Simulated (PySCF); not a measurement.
Coordinates in bohr (charge 0 multiplicity 3):
```
Mo   -2.1092    0.0000   -1.5020
N    -4.7071    0.0000    0.0839
I     2.1471    0.0000    1.1496
```

These are results of PySCF, UPBE0, basis Mo def2-TZVP with ECP28, N def2-TZVP, I def2-TZVP with ECP28 (scalar-relativistic core potentials, no spin–orbit coupling, density fitting), not measurements.

This geometry of IMoN is a stationary point at this level.

Question: What is the point group?

Answer: Cs.

Question: Is it a minimum?

Answer: Yes: all harmonic wavenumbers are real.

Question: Which band is strongest in the infrared?

Answer: 1152 cm⁻¹ (a'), 107 km/mol.

Question: What is the atomisation energy, with and without zero-point energy?

Answer: 774 kJ/mol without, 765 kJ/mol with.

This need not be the most stable arrangement of these atoms. Open d and f shells are described by one determinant, and the ground state may have another occupation or spin. With an element this heavy the missing spin–orbit coupling can shift these numbers.
